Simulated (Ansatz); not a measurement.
Species: H3BBr2Si, SMILES `[SiH3]B(Br)Br` (charge 0, multiplicity 1), formula H₃BBr₂Si.

Problem. How many basis functions does frozen-core CCSD(T)/cc-pVTZ // PBE0-D3(BJ)/def2-TZVP (Ansatz, a quantum-chemistry and plane-wave program) use, how many core orbitals are frozen, and how many electrons are correlated?

Solution. 192 basis functions and 24 frozen orbitals, which leaves 44 correlated electrons (filled d shells below the valence shell are correlated). Core time is of the order of minutes.
